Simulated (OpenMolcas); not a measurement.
A run on Pt5+ among 6 point charges of -1.2 e arranged as a tetragonal octahedron (D4h), 2.11 Å from the ion, with the axial distance 2.194 Å.
```
   2.1100    0.0000    0.0000  -1.20
   0.0000    2.1100    0.0000  -1.20
  -2.1100    0.0000    0.0000  -1.20
   0.0000   -2.1100    0.0000  -1.20
   0.0000    0.0000    2.1944  -1.20
   0.0000    0.0000   -2.1944  -1.20
```

- Program: OpenMolcas
- Method: CASSCF
- Basis: ANO-RCC-VDZP [7s6p4d2f]
- Scalar Hamiltonian: DKH2, point nucleus
- Active space: 5 electrons in 5 orbitals (5d)
- State averaging: 2S+1 = 6 even, 1 root; 2S+1 = 4 even, 24 roots; 2S+1 = 2 even, 75 roots
- Spin-orbit coupling: RASSI with atomic mean-field integrals over the reference wave functions

59 basis functions. Blocks (2S+1, parity, CSFs, roots kept): 6, even, 1, 1; 4, even, 24, 24; 2, even, 75, 75.

Problem. How long do the RASSCF and RASSI steps take on 1 thread of Arm Neoverse V2, on a shared host?

Solution. About 23 s of wall time, without the integral step.
